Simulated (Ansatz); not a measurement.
Cyclo-(X2SiS)n: PBE-D4/def2-TZVP single points in Ansatz on relaxed structures, gas phase. Binding counts from free atoms in the multiplicity of their measured ground term, without zero-point energy. The structures are stationary points that may keep the symmetry of their start.

```json
{"species": "cyclo-(H2SiS)3 (Si3H6S3)", "atoms": "12", "state": "singlet", "geometry": "PBE-D4/def2-SVP", "HOMO (eV)": "-6.35", "LUMO (eV)": "-1.69", "gap (eV)": "4.66", "vertical IE (eV)": "8.77", "vertical triplet (eV)": "4.57", "binding per atom (eV)": "3.35", "point group (within 0.1 Å)": "C2"}
{"species": "cyclo-(Me2SiS)3 (C6H18S3Si3)", "atoms": "30", "state": "singlet", "geometry": "PBE-D4/def2-SVP", "HOMO (eV)": "-5.68", "LUMO (eV)": "-0.72", "gap (eV)": "4.96", "vertical IE (eV)": "7.89", "vertical triplet (eV)": "4.88", "binding per atom (eV)": "4.05", "point group (within 0.1 Å)": "C2"}
```

Problem. Estimate the rows for cyclo-(H2SiS)2 (Si2H4S2) (singlet, PBE0-D4/def2-SVP geometry).

Solution. 
```csv
species,atoms,state,geometry,HOMO (eV),LUMO (eV),gap (eV),vertical IE (eV),vertical triplet (eV),binding per atom (eV),point group (within 0.1 Å)
cyclo-(H2SiS)2 (Si2H4S2),8,singlet,PBE0-D4/def2-SVP,-6.45,-1.89,4.56,9.13,4.42,3.30,D2h
```

The gap (eV) runs from 4.56 (cyclo-(H2SiS)2) to 4.96 (cyclo-(Me2SiS)3). The vertical IE (eV) runs from 7.89 (cyclo-(Me2SiS)3) to 9.13 (cyclo-(H2SiS)2). The vertical triplet (eV) runs from 4.42 (cyclo-(H2SiS)2) to 4.88 (cyclo-(Me2SiS)3).
